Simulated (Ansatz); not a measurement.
System: ZnCl, charge 0, multiplicity 2. The spin state was set by rule; other spins were not relaxed. 
Coordinates optimised at B3LYP-D3(BJ)/def2-TZVP (Ansatz, an electronic-structure program):
```xyz
2

Zn     0.0000     0.0000    -0.7909
Cl     0.0000     0.0000     1.3957
```
Charge 0, spin multiplicity 2.

Total electronic energies in hartree. Correlated levels leave the core frozen unless marked. UHF or UKS for open shells. No spin-orbit coupling. Frozen are the shells of the preceding noble gas and the d and f shells that filled before the atom's block. Non-relativistic. Basis-set limits of correlation are two-point, X^-3; Hartree-Fock from the larger set.

```
level                                        program  energy (Eh)
------------------------------------  --------------  -----------
PBE-D4/def2-TZVPD                     Ansatz + dftd4  -2239.17421
revPBE-D4/def2-TZVPD                  Ansatz + dftd4            …
r2SCAN-D4/def2-TZVPD                  Ansatz + dftd4  -2239.58349
B97M-V/def2-TZVPD                             Ansatz            …
PBE0/def2-SVP                                 Ansatz  -2238.80496
PBE0-D4/def2-TZVPD                    Ansatz + dftd4  -2239.22967
PBE0/def2-TZVP                                Ansatz  -2239.22745
CAM-B3LYP/def2-TZVPD                          Ansatz            …
B2GP-PLYP-D3(BJ)/def2-TZVPD           Ansatz + dftd3  -2239.02953
B2PLYP/def2-TZVPD                             Ansatz  -2239.19499
RPA@PBE/def2-TZVPP                            Ansatz  -2238.21607
MP2/def2-QZVPPD                               Ansatz  -2238.12920
CCSD/def2-QZVPP                               Ansatz  -2238.09738
CCSD(T)/def2-SVP                              Ansatz  -2237.35939
CCSD(T)/CBS(def2-TZVPPD,def2-QZVPPD)          Ansatz   -2238.1635
```

Problem. What belongs in the gaps?

Solution. 
- revPBE-D4/def2-TZVPD, energy (Eh): -2239.42966
- B97M-V/def2-TZVPD, energy (Eh): -2239.14813
- CAM-B3LYP/def2-TZVPD, energy (Eh): -2239.75360
